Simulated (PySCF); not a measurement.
# Polarisability and C₆ of Te (tellurium, neutral)

[Kr] 4d10 5s2 5p4, high-spin 3P determinant. Computed with PySCF 2.14 in x2c-QZVPPall with one added diffuse shell each of s, p, d, f type (14s10p8d5f1g, 128 functions), with scalar relativity by spin-free X2C-1e. Coupled (time-dependent) response in atomic units; α is the mean over directions.

| method | mean α (bohr³) | α xx, yy, zz | C₆ (like pair) | S(−4) |
| --- | --- | --- | --- | --- |
| BHandHLYP | 38.69 | 36.31, 43.44, 36.31 | 423.1 | 364.8 |

S(−4) is the Cauchy moment in α(ω) = α(0) + S(−4) ω² + …

Reference α: 38 ± 4 bohr³ (recommended; Schwerdtfeger and Nagle, table of static dipole polarizabilities (2023 update)). Published C₆: 445.0 (Chu and Dalgarno (2004); Tang, Norbeck and Certain (1976)).

Spin-orbit coupling is absent.

α(iu) at BHandHLYP:

```csv
u (hartree),α(iu) (bohr³)
0,38.69
0.0500,37.81
0.100,35.46
0.200,28.91
0.300,22.68
0.500,14.20
0.750,8.745
1.00,5.974
1.50,3.434
2.00,2.319
3.00,1.324
5.00,0.6223
```

The components differ because the open shell of this determinant is not spherical; for a pure term their mean is the scalar polarisability.
